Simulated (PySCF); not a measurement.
Ge(Cl)(OSiH3)3, H9ClGeO3Si3, SMILES [SiH3][O][Ge]([O][SiH3])([Cl])[O][SiH3], GFN2-xTB optimised geometry.

```
17

Si    -1.01    -1.83     3.03
O     -1.21    -1.83     1.41
Ge    -0.61    -1.07     0.00
Cl    -1.32    -2.06    -1.65
O      1.09    -1.07     0.00
Si     2.42    -1.42     0.88
O     -1.09     0.56     0.00
Si    -2.27     1.57     0.52
H      0.10    -2.74     3.33
H     -2.32    -2.32     3.47
H     -0.72    -0.48     3.52
H      2.44    -2.86     1.14
H      3.47    -0.98    -0.04
H      2.38    -0.67     2.14
H     -1.64     2.86     0.28
H     -2.56     1.32     1.93
H     -3.47     1.33    -0.30
```

Density from PBE0/def2-SVP (PySCF) at that geometry.

Minimum of the electron density along straight lines between bonded atoms, close to the bond critical point (lines longer than 1.1 times the sum of covalent radii, or with two minima, are not listed):

| bond | length / Å | ρ at the minimum / e bohr⁻³ | ∇²ρ there / e bohr⁻⁵ | position (fraction from the first atom) |
|---|---|---|---|---|
| Si1–O2 | 1.633 | 0.123 | 1.04 | 0.41 |
| O2–Ge3 | 1.712 | 0.156 | 0.90 | 0.53 |
| Ge3–Cl4 | 2.048 | 0.121 | 0.21 | 0.44 |
| Ge3–O5 | 1.702 | 0.159 | 0.92 | 0.47 |
| O5–Si6 | 1.633 | 0.122 | 1.04 | 0.59 |
| Ge3–O7 | 1.704 | 0.158 | 0.91 | 0.47 |
| O7–Si8 | 1.634 | 0.123 | 1.04 | 0.59 |
| Si1–H9 | 1.465 | 0.119 | 0.32 | 0.49 |
| Si1–H10 | 1.460 | 0.120 | 0.33 | 0.49 |
| Si1–H11 | 1.466 | 0.119 | 0.31 | 0.49 |
| Si6–H12 | 1.465 | 0.119 | 0.32 | 0.49 |
| Si6–H13 | 1.459 | 0.121 | 0.32 | 0.49 |
| Si6–H14 | 1.466 | 0.119 | 0.31 | 0.49 |
| Si8–H15 | 1.460 | 0.120 | 0.32 | 0.49 |
| Si8–H16 | 1.466 | 0.119 | 0.32 | 0.49 |
| Si8–H17 | 1.464 | 0.119 | 0.32 | 0.49 |
